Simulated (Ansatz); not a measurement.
Relaxation of F4Ti (5 atoms, charge 0, multiplicity 1), to a largest force component of 0.02 eV/Å in at most 40 steps.

Method: Ansatz 0.2.0, RKS B3LYP-D4/def2-SVP.

```xyz
5
Properties=species:S:1:pos:R:3
Ti 0.000 0.000 0.000
F 0.000 0.000 1.830
F 1.726 0.000 -0.609
F -0.862 1.493 -0.609
F -0.862 -1.493 -0.609
```

Q: Where does it end, and by what steps?

A: It converged. After 3 steps the energy has fallen by 0.580 eV; F3 moved furthest, 0.10 Å.

```json
{"step": "0", "energy less start (eV)": "0.0000", "largest force component (eV/Å)": "2.804", "accepted": "yes"}
{"step": "1", "energy less start (eV)": "-0.5372", "largest force component (eV/Å)": "0.870", "accepted": "yes"}
{"step": "2", "energy less start (eV)": "-0.5788", "largest force component (eV/Å)": "0.150", "accepted": "yes"}
{"step": "3", "energy less start (eV)": "-0.5799", "largest force component (eV/Å)": "0.003", "accepted": "yes"}
```

```xyz
5
Properties=species:S:1:pos:R:3
Ti 0.000 0.000 0.000
F 0.000 0.000 1.735
F 1.636 0.000 -0.578
F -0.817 1.416 -0.578
F -0.817 -1.416 -0.578
```

The run took 18 s on 1 thread of Arm Neoverse V2 (shared host), peak memory 0.19 GiB.
